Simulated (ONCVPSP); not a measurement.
An all-electron radial function and its pseudo partner (titanium (Ti))

Columns: radius, all-electron u(r) and pseudo u(r) of the 3s shell (level -63.03 eV) of titanium in the configuration [Ne] 3s2 3p6 3d2 4s1.5 4p0.5; BLYP, scalar-relativistic, ONCV scheme, ONCVPSP 4.0.1.

```tsv
r (bohr)	all-electron	pseudo
0.130	-0.2898	0.2458
0.260	-0.5414	0.4757
0.390	-0.0480	0.6752
0.520	0.5194	0.8321
0.650	0.9037	0.9380
0.780	1.0824	0.9896
0.910	1.1063	0.9886
1.040	1.0360	0.9421
1.170	0.9192	0.8610
1.300	0.7870	0.7581
1.430	0.6571	0.6462
1.560	0.5389	0.5362
1.690	0.4360	0.4357
1.820	0.3492	0.3492
1.950	0.2774	0.2774
2.080	0.2190	0.2190
2.210	0.1719	0.1719
2.340	0.1344	0.1344
2.470	0.1048	0.1047
2.600	0.0814	0.0814
2.730	0.0631	0.0630
2.860	0.0487	0.0487
2.990	0.0376	0.0376
3.120	0.0290	0.0290
3.250	0.0223	0.0223
3.380	0.0171	0.0171
```

(1) How many radial nodes do the two functions have?

(2) At about which radius was the pseudo-wave matched?

(3) Where does each function peak?

(4) Is the pseudo-wave norm-conserving?

Answers

(1) The all-electron 3s function has n − l − 1 = 2 (the table is too coarse to show those close to the nucleus); the pseudo-wave has 0, since the states of the same l below it are removed with the core.

(2) 1.85 bohr. The columns agree to 0.0005 from 1.69 bohr on; several derivatives are matched, so the curves merge somewhat inside the radius.

(3) Outermost all-electron maximum near 0.91 bohr, pseudo maximum near 0.78 bohr (to the table’s step).

(4) Yes: the ONCV scheme keeps the norm inside the radius equal to the all-electron one, which fixes the energy derivative of the logarithmic derivative at the level.
